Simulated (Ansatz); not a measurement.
System: CH₃OS, net charge 0, doublet state. It need not be the lowest isomer of its formula. SMILES: C[S]=O
Coordinates optimised at B3LYP-D3(BJ)/def2-TZVP (Ansatz, a program for electronic structure):
```
C
H 1 1.0899
H 1 1.0899 2 110.00
H 1 1.0910 2 110.21 3 -121.71
S 1 1.8115 2 109.27 3 119.96
O 5 1.5012 1 106.32 2 -60.20
```
Charge 0, spin multiplicity 2.

Parts of the frozen-core correlation energy in 6-31G (Ansatz, hartree). Frozen orbitals: 7; correlated occupied orbitals by spin: 10 and 9; virtual: 20 and 21. UHF or UKS for open shells. Spin-orbit coupling is left out. No relativistic terms.

```tsv
term	value
reference (HF)	-511.81385
MP2 opposite-spin	(withheld)
MP2 same-spin	(withheld)
CCSD correlation	-0.28229
(T)	(withheld)
T1 diagnostic	0.034
largest doubles amplitude	0.040
<S^2> of the reference	0.760
```

**Question.** What belongs in the gaps?

**Answer.** 
- MP2 opposite-spin, value: -0.19013
- MP2 same-spin, value: -0.06056
- (T), value: -0.00604
